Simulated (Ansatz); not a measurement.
The first iterations of a band of CH$_{7}$AlOSi$_{2}$ (12 atoms, charge 0, multiplicity 1).

All numbers below come from Ansatz, UHF/STO-3G.

```
movable images  : 5
climbing image  : yes
spring          : 2.0 to 10.0 eV/Å², energy-weighted
optimiser       : quadratic models (default)
start path      : through a guess of the saddle point
force threshold : 0.03 eV/Å
iteration limit : 60
end points      : relaxed
```

Initial state:

```xyz
12
Properties=species:S:1:pos:R:3
O 0.066 -0.877 3.448
C -0.141 -1.365 2.260
Si 0.664 -0.731 0.683
Si -0.693 0.605 -0.514
Al 0.186 1.470 -2.445
H -0.851 -2.202 2.185
H 1.866 -0.061 1.054
H 1.041 -1.884 -0.065
H -1.869 -0.158 -0.786
H -1.129 1.639 0.368
H -0.587 2.448 -3.239
H 1.525 1.060 -2.915
```

Final state:

```xyz
12
Properties=species:S:1:pos:R:3
O 0.081 -0.849 3.470
C -0.129 -1.325 2.278
Si 0.679 -0.679 0.708
Si -0.732 0.529 -0.562
Al 0.189 1.471 -2.435
H -0.840 -2.159 2.196
H 1.821 0.081 1.095
H 1.158 -1.820 0.000
H -1.801 -0.350 -0.914
H -1.328 1.498 0.298
H -0.112 2.870 -2.803
H 1.091 0.677 -3.296
```

| iteration | highest image above the first end (eV) | largest band force component (eV/Å) |
| --- | --- | --- |
| 1 | 5.144 | 5.553 |
| 2 | 2.453 | 3.622 |
| 3 | 1.725 | 2.213 |
| 4 | 1.033 | 1.645 |
| 5 | 0.574 | 0.919 |
| 6 | 0.225 | 0.732 |
| 7 | 0.096 | 0.705 |
| 8 | 0.029 | 1.337 |
| 9 | 0.351 | 3.482 |
| 10 | 0.245 | 3.521 |
| 11 | 0.066 | 1.721 |
| 12 | 0.046 | 1.553 |
| 13 | 0.017 | 0.713 |
| 14 | 0.011 | 0.784 |
| 15 | 0.008 | 0.222 |
| 16 | 0.007 | 0.409 |
| 17 | 0.029 | 1.833 |
| 18 | 0.008 | 0.565 |
| 19 | 0.006 | 1.858 |

**Question.** Does the band converge within its limit, and where does its top end?

**Answer.** The run converged. It ended after 57 iterations with the highest image 0.000 eV above the first end. The highest image is an end point: on this band no image between the ends rises above it. Limits of this set-up: minimal basis.

Run time: 9.7 min on 1 thread of Intel(R) Xeon(R) Processor @ 2.70GHz, on a shared host, peak memory 0.14 GiB.
